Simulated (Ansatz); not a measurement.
Computed with frozen-core CCSD(T)/cc-pVTZ // B3LYP-D3(BJ)/def2-SVP (Ansatz, a first-principles code). The restricted HF reference is unstable towards unrestricted orbitals.

Ansatz 0.2 input:
```yaml
crystal:
  periodic: [false, false, false]
  atoms:
    - { symbol: B, position_ang: [-1.852901, -0.551796, -0.068444] }
    - { symbol: C, position_ang: [-0.420143, -0.024931, -0.012858] }
    - { symbol: C, position_ang: [0.798171, -0.807435, 0.002129] }
    - { symbol: C, position_ang: [1.943492, -0.07162, 0.054666] }
    - { symbol: S, position_ang: [1.612004, 1.645485, 0.090021] }
    - { symbol: C, position_ang: [-0.087267, 1.319062, 0.03202] }
    - { symbol: F, position_ang: [-0.924946, 2.338307, 0.034243] }
    - { symbol: H, position_ang: [-2.788291, 0.207088, -0.075493] }
    - { symbol: H, position_ang: [-2.048494, -1.742037, -0.105371] }
    - { symbol: H, position_ang: [0.791543, -1.897996, -0.026515] }
    - { symbol: H, position_ang: [2.976831, -0.414125, 0.075602] }
basis:
  gaussian: { orbitals: cc-pVTZ }
correlation:
  method: ccsd_t
```

Output:

```
Functional definition: HF
1590 factors; integrals over basis functions are off by at most 1.2e-3 eV
mean field evaluation 1: about -18376.9814 eV, gradient 4.0e1 eV
mean field evaluation 2: about -18377.4262 eV, gradient 4.0e1 eV
mean field evaluation 4: about -18381.8423 eV, gradient 5.2e0 eV
mean field evaluation 8: about -18381.9676 eV, gradient 4.7e-1 eV
mean field evaluation 16: about -18381.9694 eV, gradient 2.3e-6 eV
mean field -18381.96938912 eV, -675.5249153037 hartree, gradient 2.3e-6 eV, S^2 0.000000; 0 other end points of the search recorded, 0 dependent functions left out; unrestricted orbitals would lower it
11 core orbitals not correlated
reference -18381.96938912 eV, -675.5249153037 hartree; 18, 18 occupied and 241, 241 virtual orbitals, 1590 factors
second order -31.20129450 eV of doubles, -0.00000000 eV of singles
cycle   1  -30.96553071 eV  change    2.4e-1 eV  update   1.4e-1
cycle   2  -31.80940662 eV  change   -8.4e-1 eV  update   4.3e-2
cycle   3  -32.00038379 eV  change   -1.9e-1 eV  update   2.1e-2
cycle   4  -31.98358767 eV  change    1.7e-2 eV  update   5.6e-3
cycle   5  -31.98056413 eV  change    3.0e-3 eV  update   3.0e-3
cycle   6  -31.98207330 eV  change   -1.5e-3 eV  update   1.1e-3
cycle   7  -31.98148683 eV  change    5.9e-4 eV  update   4.9e-4
cycle   8  -31.98119482 eV  change    2.9e-4 eV  update   2.1e-4
cycle   9  -31.98128714 eV  change   -9.2e-5 eV  update   7.6e-5
cycle  10  -31.98129641 eV  change   -9.3e-6 eV  update   3.2e-5
perturbative correction -1.61887918 eV, -0.0594927125 hartree
Total energy: -18415.56956471 eV, -676.7596989818 hartree
```

Cost: around 27 core-minutes (rough).
